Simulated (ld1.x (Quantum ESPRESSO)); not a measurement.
## Which change was made? (In, TM)

- Element: In
- Generator: ld1.x (Quantum ESPRESSO) 7.5
- Type: norm-conserving Troullier–Martins (Kleinman–Bylander form)
- Functional: PBE
- Relativity: scalar-relativistic
- Frozen core: [Kr]
- Valence charge: 13
- Reference configuration: 4d10 5s2 5p0 (charge +1)
- Partial waves: 5s (bound): rc 2.20 bohr; 5p (bound, empty): rc 2.45 bohr; 4d (bound): rc 1.00 bohr
- Local potential: all-electron potential smoothed inside 2.00 bohr (lloc = -1)
- Core correction: none

Cutoffs, loose and tight: the cutoffs (Ry, on a coarse ladder) from which the occupation-weighted sum of valence levels, in a spherical-Bessel basis at the reference potential, stays within 10 and 1 mRy of its value at 400 Ry. They do not see the model core or the augmentation charge, which bear on the density cutoff. Test errors are all-electron minus pseudo excitation energies from the reference, over the configurations 4d10 5s2 5p1; 4d10 5s1 5p0; 4d10 5s0 5p0; 4d9 5s2 5p2; 4d9 5s2 5p1; 4d10 5s0 5p3; 4d9 5s0 5p0; variants that change the core or the reference have their own tests.

The base gives: outcome: generated; cutoff, loose: 100 Ry; cutoff, tight: 140 Ry; bound ghosts: s; largest test error (meV): +101.

Task: After one change the result is: outcome: generated; cutoff, loose: 100 Ry; cutoff, tight: 140 Ry; bound ghosts: p, s; largest test error (meV): +145. Which change was it?
A. all radii scaled by about 1.14 (s 2.50, p 2.80, d 1.14 bohr); local potential all-electron potential smoothed inside 2.28 bohr (lloc = -1)
B. type ultrasoft; waves now 5s (bound): rcut 1.90, rcutus 2.20 bohr; 5s channel at -0.55 Ry: rcut 1.90, rcutus 2.20 bohr; 5p (bound): rcut 2.15, rcutus 2.45 bohr; 5p channel at 0.35 Ry: rcut 2.15, rcutus 2.45 bohr; 4d (bound): rcut 0.85, rcutus 1.00 bohr; 4d channel at -1.35 Ry: rcut 0.85, rcutus 1.00 bohr; local potential all-electron potential smoothed inside 1.85 bohr (lloc = -1); augmentation PSQ, inside the norm-conserving radii
C. wave 5p (bound): rc 2.45 bohr becomes 5p (bound): rc 1.48 bohr
D. local potential all-electron potential smoothed inside 2.88 bohr (lloc = -1)

Result: C. The others give: all radii scaled by about 1.14 (s 2.50, p 2.80, d 1.14 bohr); local potential all-electron potential smoothed inside 2.28 bohr (lloc = -1) → outcome: generated; cutoff, loose: 90 Ry; cutoff, tight: 140 Ry; bound ghosts: none; largest test error (meV): -191 | local potential all-electron potential smoothed inside 2.88 bohr (lloc = -1) → outcome: generated; cutoff, loose: 100 Ry; cutoff, tight: 140 Ry; bound ghosts: none; largest test error (meV): -294 | type ultrasoft; waves now 5s (bound): rcut 1.90, rcutus 2.20 bohr; 5s channel at -0.55 Ry: rcut 1.90, rcutus 2.20 bohr; 5p (bound): rcut 2.15, rcutus 2.45 bohr; 5p channel at 0.35 Ry: rcut 2.15, rcutus 2.45 bohr; 4d (bound): rcut 0.85, rcutus 1.00 bohr; 4d channel at -1.35 Ry: rcut 0.85, rcutus 1.00 bohr; local potential all-electron potential smoothed inside 1.85 bohr (lloc = -1); augmentation PSQ, inside the norm-conserving radii → outcome: generated; cutoff, loose: 110 Ry; cutoff, tight: 200 Ry; bound ghosts: none; largest test error (meV): +99.
